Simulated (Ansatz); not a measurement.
An input meant for PAsAsAs tetrahedron (As3P) (charge 0, singlet).

```yaml
crystal:
  periodic: [false, false, false]
  atoms:
    - {symbol: P, position_ang: [-1.114939, -0.047055, 0.847507]}
    - {symbol: As, position_ang: [1.204003, -0.337194, 0.792847]}
    - {symbol: As, position_ang: [0.109024, 1.369099, -0.552805]}
    - {symbol: As, position_ang: [-0.198098, -0.984841, -1.087540]}
basis:
  gaussian: {orbitals: aug-cc-pVDZ}
hamiltonian: {xc: {name: wB97M-V}, dispersion: d4}
scf: {lower_state_search: off}
```

```sh
$ ansatz run in.yaml --threads 4 --pin off --events-out ev --progress --plain --max-ram 3916MiB
```

Task: Predict how Ansatz answers.

Result: The input was rejected before any iteration. The program holds no damping parameters for this pairing of functional and dispersion term, so they'd have to be typed.
```
Error: invalid value for `hamiltonian.dispersion`: no damping is tabulated for this functional; type it, or the functional that lends it
```
